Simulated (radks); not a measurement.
Results of a calculation; reference values are marked as such.
Task: Dipole-allowed excitations along the series with 4 electrons in [He] 2s2. Level of theory: scalar-relativistic Kohn-Sham, LB94 model potential, spin-polarised, spherical densities, finite nucleus; Fermi nuclear charge, rms radius of each element as measured or else 0.836 A^(1/3) + 0.57 fm (a radial shooting solver on a logarithmic mesh with Libxc functionals). Time-dependent linear response with the Hartree and adiabatic LDA kernel, continuum included through the Sternheimer equations, no spin-orbit coupling, so fine structure and intercombination lines are absent. Lines are the poles of the dipole polarisability below minus the highest occupied eigenvalue, found on a grid refined at the orbital gaps; the lowest seven at most are given, and weak or close lines can be missed. The first line takes the name of the lowest orbital gap if no other gap lies below it; otherwise a line is named after a gap within 0.6 % of it, if that gap stands alone.

species  -e(HOMO) (eV)  lowest orbital gap (eV)  first line (eV)      f  strongest line (eV)  its f  static alpha (bohr^3)
Al9+            393.85             2s-2p 22.733   31.828 (2s-2p)  0.242       233.83 (2s-3p)  0.639                 0.1899
Si10+           470.97             2s-2p 25.043   34.953 (2s-2p)  0.224       278.22 (2s-3p)  0.655                 0.1452
P11+            555.00             2s-2p 27.418   38.148 (2s-2p)  0.209       326.49 (2s-3p)  0.668                 0.1133
S12+            645.96             2s-2p 29.870   41.425 (2s-2p)  0.197       378.65 (2s-3p)  0.680                0.08999
Cl13+           743.87             2s-2p 32.409   44.797 (2s-2p)  0.186       434.72 (2s-3p)  0.690                0.07254

Estimate the first line of Ar14+, its oscillator strength and the static polarisability.

Result: 48.272 eV (2s-2p), f = 0.177, alpha = 0.05923 bohr^3.
